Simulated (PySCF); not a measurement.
Simulation results for BH4NO, BH5NOSi, B2ClH3N, CH6AlBN

All values are calculated (PySCF 2.14.0). Calculation on a computer-drawn molecule: the log of a Hartree-Fock and frozen-core CCSD(T) single point meant for a local Hartree-Fock minimum, with one planted fault or none, to be diagnosed. Offsets are logged minus clean, where the clean run is the same molecule without the fault. The reference is restricted for singlets and unrestricted otherwise, and also for a bond in bohr or an excited solution. Adding or removing an electron swaps singlet and doublet. The excited solution moves the top pair (singlet) or top alpha electron (doublet) to the lowest empty orbital. Highest occupied and lowest empty are orbital energies over both spins, largest force is the largest gradient component, triples share is (T) over the correlation energy, the T1 limit is 0.02 restricted and 0.045 unrestricted, electrons count all cores, a negative frequency is imaginary (commonest isotopes), and the dipole is about the centre of nuclear charge.

Common to all runs: logged SCF converged yes; possible faults no fault, one electron removed, one electron added, multiplicity raised by two, geometry at a saddle point, SCF held on an excited solution, minimal basis STO-3G, one bond length entered in bohr, all coordinates scaled.

(1) 
```xyz
7
formula=BH4NO meant_charge=0 meant_multiplicity=1 meant_basis=cc-pVDZ logged_electrons=24 logged_basis_functions=19 logged_spin_squared=0 logged_highest_occupied=-9.1359 logged_lowest_empty=10.306 logged_largest_force=0.047402 logged_T1_diagnostic=0.016453 logged_D1_diagnostic=0.067864 logged_triples_share=0.026009 logged_CC_converged=yes logged_dipole_magnitude=2.5117 logged_SCF_stable_within_its_kind=yes logged_energy_HF=-154.35783 logged_energy_CCSD(T)=-154.51722 planted_fault=minimal_basis_STO-3G HF_energy_offset_from_clean_run=1300 CCSD(T)_energy_offset_from_clean_run=1502
N     -0.2720     0.2878    -1.0080
B     -1.0837    -0.1488     0.0520
O     -2.4353     0.0378     0.0942
H      0.7138     0.1377    -1.0116
H     -0.6064     0.7686    -1.8173
H     -0.5839    -0.7189     0.9818
H     -2.7948     0.4900    -0.6532
```

Units: logged_highest_occupied, logged_lowest_empty in eV; logged_largest_force in hartree/bohr; logged_dipole_magnitude in debye; logged_energy_HF, logged_energy_CCSD(T) in hartree; HF_energy_offset_from_clean_run, CCSD(T)_energy_offset_from_clean_run in kcal/mol.

Drawn bonds:
```csv
atom,other atom,order
1,2,1
2,3,1
1,4,1
1,5,1
2,6,1
3,7,1
```

(2) 
```xyz
9
formula=BH5NOSi meant_charge=0 meant_multiplicity=2 meant_basis=cc-pV(D+d)Z logged_electrons=39 logged_basis_functions=90 logged_spin_squared=0.7729 logged_highest_occupied=-3.3074 logged_lowest_empty=-0.9988 logged_largest_force=0.05807 logged_dipole_magnitude=2.2986 logged_SCF_stable_within_its_kind=no logged_energy_HF=-445.74747 planted_fault=SCF_held_on_an_excited_solution HF_energy_offset_from_clean_run=122.1
N     -0.7839    -1.1659    -1.7545
B      0.5251    -0.8029    -1.4160
O      0.8924    -0.4530    -0.1403
Si     0.2800    -0.3853     1.3848
H     -1.5510    -1.1723    -1.1147
H     -1.0363    -1.4046    -2.6894
H      1.3689    -0.7939    -2.2705
H     -1.1426     0.0496     1.3675
H      1.0905     0.5734     2.1678
```

Units: logged_highest_occupied, logged_lowest_empty in eV; logged_largest_force in hartree/bohr; logged_dipole_magnitude in debye; logged_energy_HF in hartree; HF_energy_offset_from_clean_run in kcal/mol.

Drawn bonds:
```csv
atom,other atom,order
1,2,1
2,3,1
3,4,1
1,5,1
1,6,1
2,7,1
4,8,1
4,9,1
```

Notes: coupled-cluster numbers left out as unreliable.

(3) 
```xyz
7
formula=B2ClH3N meant_charge=1 meant_multiplicity=1 meant_basis=cc-pV(D+d)Z logged_electrons=36 logged_basis_functions=80 logged_spin_squared=0.7479 logged_highest_occupied=-16.497 logged_lowest_empty=-4.8755 logged_largest_force=0.031267 logged_T1_diagnostic=0.065001 logged_D1_diagnostic=0.29774 logged_triples_share=0.042111 logged_CC_converged=yes logged_dipole_magnitude=1.3609 logged_SCF_stable_within_its_kind=yes logged_energy_HF=-564.70949 logged_energy_CCSD(T)=-565.21927 planted_fault=one_bond_length_entered_in_bohr,row_4_of_the_drawn_bonds HF_energy_offset_from_clean_run=96.03 CCSD(T)_energy_offset_from_clean_run=93.92
N      0.4979    -0.9005     2.3319
B     -0.5956    -1.4914     1.7742
B     -1.6900    -0.5499     0.8151
Cl    -2.7641     0.2524    -0.0946
H      0.9891     0.9192     2.1768
H      1.1414    -1.4317     2.8901
H     -0.8845    -2.6394     1.8861
```

Units: logged_highest_occupied, logged_lowest_empty in eV; logged_largest_force in hartree/bohr; logged_dipole_magnitude in debye; logged_energy_HF, logged_energy_CCSD(T) in hartree; HF_energy_offset_from_clean_run, CCSD(T)_energy_offset_from_clean_run in kcal/mol.

Drawn bonds:
```csv
atom,other atom,order
1,2,1
2,3,1
3,4,1
1,5,1
1,6,1
2,7,1
```

Notes: T1 above single-reference limit.

(4) 
```xyz
10
formula=CH6AlBN meant_charge=0 meant_multiplicity=2 meant_basis=cc-pV(D+d)Z logged_electrons=37 logged_basis_functions=95 logged_spin_squared=0.7608 logged_highest_occupied=-9.905 logged_lowest_empty=0.588 logged_largest_force=0.036536 logged_T1_diagnostic=0.018156 logged_D1_diagnostic=0.080568 logged_triples_share=0.028102 logged_CC_converged=yes logged_dipole_magnitude=2.2231 logged_SCF_stable_within_its_kind=yes logged_energy_HF=-362.40781 logged_energy_CCSD(T)=-362.91439
N     -3.0476     0.4423    -0.7995
B     -1.6531     0.1513    -0.4703
C     -0.6573     1.2951     0.1715
Al     1.2982     1.0790     0.6897
H     -3.6957    -0.2693    -1.2071
H     -3.4901     1.3784    -0.6499
H     -1.2390    -1.0194    -0.6989
H     -1.1360     2.3232     0.3400
H      2.0718    -0.3712     0.4814
H      2.1347     2.3619     1.3281
```

Units: logged_highest_occupied, logged_lowest_empty in eV; logged_largest_force in hartree/bohr; logged_dipole_magnitude in debye; logged_energy_HF, logged_energy_CCSD(T) in hartree.

Drawn bonds:
```csv
atom,other atom,order
1,2,1
2,3,1
3,4,1
1,5,1
1,6,1
2,7,1
3,8,1
4,9,1
4,10,1
```

Q: Which fault was planted in the run of CH6AlBN (entry 4)?
A: all coordinates scaled, by +4.7 %

Further results for CH6AlBN (entry 4):

- HF energy offset from clean run: 11.29 kcal/mol
- CCSD(T) energy offset from clean run: 6.8 kcal/mol
